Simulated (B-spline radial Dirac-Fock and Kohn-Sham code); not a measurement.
The P atom: differential elastic cross section for electrons at 638 eV

Method: relativistic (Dirac) partial waves in the static field of the Dirac-Fock atom with Furness-McCarthy exchange, without polarisation or absorption potentials. Computed with a radial atomic solver.

The run's input, task.json:

```json
{"items": [{
  "Z": 15,
  "q": 0,
  "cfg": [[1, 0, 2], [2, 0, 2], [2, 1, 6], [3, 0, 2], [3, 1, 3]],
  "A": 31,
  "rrms": 3.1889,
  "do": "elastic",
  "energies": [[638.0, 0]],
  "theta": [0, 10, 20, 30, 40, 50, 60, 70, 80, 90, 100, 110, 120, 130, 140, 150, 160, 170, 180]
}]}
```

Launch: `python xray2_run.py task.json out`

```csv
θ (°),dσ/dΩ (a₀²/sr),Sherman function
0,67.0,0.000
10,16.7,0.000
20,2.40,0.000
30,0.752,0.001
40,0.323,0.002
50,0.168,0.003
60,0.105,0.002
70,0.0756,0.000
80,0.0611,-0.003
90,0.0544,-0.006
100,0.0523,-0.008
110,0.0532,-0.009
120,0.0558,-0.009
130,0.0594,-0.008
140,0.0633,-0.007
150,0.0670,-0.005
160,0.0699,-0.003
170,0.0718,-0.002
180,0.0724,0.000
```

Q: What integrated cross sections go with this distribution?

A: The total elastic cross section is 6.85 a₀², the first transport cross section 1.00 a₀² and the second, weighted with (3/2) sin²θ, 1.42 a₀². The mean deflection is ⟨1 − cos θ⟩ = 0.147, and 5.3 % of the collisions scatter beyond 90°.

On this grid of angles the cross section has a minimum near 100°, from interference among the few low partial waves with large phase shifts.

Phase shifts modulo π (rad) for κ = −1 to −5: 0.714, -0.684, 1.517, 1.002, 0.718.
